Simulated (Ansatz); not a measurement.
Ansatz results at the PBE0-D4/def2-TZVP geometry: LUMO energy (PBE/def2-TZVPP) -0.90 eV; LUMO energy (B3LYP/def2-TZVPP) -0.28 eV; size of the dipole moment (B3LYP/def2-TZVPP) 1.89 D.

Each molecule was computed in one conformer, which needn't be the lowest.

(1) Which molecule gave them?
A. `FC([SiH3])CCl`
B. `N[CH2][Al]([Cl])[I]`
C. `F[SiH](Br)N[SiH3]`
D. `N[SiH2][SiH](F)Br`

## Answers

(1) C. The others give `N[SiH2][SiH](F)Br`: -1.58, -0.93, 2.21; `N[CH2][Al]([Cl])[I]`: -2.05, -1.50, 0.92; `FC([SiH3])CCl`: -0.85, -0.12, 2.53.

B3LYP here is the variant with VWN-RPA as its local correlation; programs differ in this.
